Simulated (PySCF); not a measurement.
**Peak assignment**

Bonds (- single, = double, # triple, : aromatic): C1-O2, O2-C3, C3-C4, C4-C5, C5-F6, C5-F7, C5-F8, C3-O9, O9-C10. C1 carries H11, H12, H13; C3 carries H14; C4 carries H15, H16; C10 carries H17, H18, H19.

Theoretical values (PySCF 2.14): coordinates at the GFN2-xTB level, NMR shieldings at PBE0/pcSseg-1/GIAO. Rapidly exchanging positions averaged, gas phase, non-relativistic Hamiltonian, single conformer.

Referencing at the same level of theory: 13C and 1H vs TMS.

Question: Assign these signals to the numbered atoms. 13C{1H} NMR (computed): δ 134.9, 107.3, 59.0, 45.6.

Answer: 
| δ (ppm) | atoms | environment | reason |
| --- | --- | --- | --- |
| 134.9 | C5 | CF3 carbon | 3 electronegative neighbours deshield it |
| 107.3 | C3 | sp3 carbon bearing two oxygens | 2 electronegative neighbours deshield it |
| 59.0 | C1/C10 | methyl carbon bonded to O | deshielded by the electronegative neighbour |
| 45.6 | C4 | sp3 CH2 | aliphatic region, no heteroatom directly attached |

Question: Assign these signals to the numbered atoms. 1H NMR (600 MHz, computed): δ 4.52 (t, 1H), 3.63 (s, 6H), 2.41 (m, 2H).

Answer: 
| δ (ppm) | atoms | environment | reason |
| --- | --- | --- | --- |
| 4.52 | H14 | hydrogen on an sp3 carbon bearing two oxygens | its carbon carries O, which withdraws density |
| 3.63 | H11/H12/H13/H17/H18/H19 | hydrogen on a methyl carbon bonded to O | its carbon carries O, an electronegative neighbour |
| 2.41 | H15/H16 | hydrogen on an sp3 CH2 | – |

Splittings by 19F in the carbon and heteronuclear signals aren't shown, as no couplings were computed. Shifts are as computed. Against solution values, carbons near 30 ppm lie about +3 ppm off and those near 130 ppm about +5 ppm. Of 1211 compounds with measured shifts, 218 miss one by over three times the rms of a fit or turn the order of signals round; such compounds aren't used in these exercises. No couplings were computed; multiplicities are counted from neighbouring protons, with m where these are inequivalent, close in shift, in a saturated or five-membered ring or joined by F or P, and br s for small geminal =CH2 splittings.
